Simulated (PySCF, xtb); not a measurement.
C₃H₇AlO, SMILES C=[CH][AlH][O]C.

GFN2-xTB (xtb) at its own geometry gives an orbital gap of 3.98 eV and a dipole moment of 0.99 D.

Geometry: ωB97X-D3(BJ)/def2-SVP. The structure was generated by enumeration; whether it is a known compound was not checked. The values are those of a single conformer.

Task: What does PBE/def2-TZVP in PySCF give? (An estimate is asked for; the answer gives what the named calculation found.)

Result: gap 4.47 eV (levels -6.44 and -1.97 eV), dipole 0.08 D.
